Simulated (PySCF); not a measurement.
# Electron correlation in Br²⁺ (bromine, charge +2)

[Ar] 3d10 4s2 4p3, high-spin 4S determinant. Calculation: PySCF 2.14, in cc-pVDZ-PP with ECP10MDF (4s3p2d, 23 functions); scalar relativity through the core potential. Frozen: 3s2 3p6 3d10; 5 electrons correlated.

MP2 pair energies summed by pair of shells (mhartree):

| pair | energy | share (%) |
| --- | --- | --- |
| 4s-4p | -38.18 | 66.6 |
| 4p-4p | -13.65 | 23.8 |
| 4s-4s | -5.53 | 9.6 |

Total MP2 correlation energy: -57.36 mhartree.

Same-spin part -14.99 and opposite-spin part -42.37 mhartree; SCS-MP2 scales them by 1/3 and 6/5 to -55.84 mhartree.

```csv
level,correlation energy (mhartree)
CCSD,-71.98
(T),-0.55
CCSD(T),-72.53
```

Diagnostics: T1 = 0.0010, D1 = 0.0017, largest double amplitude 0.058.

Is a single reference adequate?

Yes, within this model without spin-orbit coupling: T1 lies below 0.03 and no double amplitude reaches 0.07.
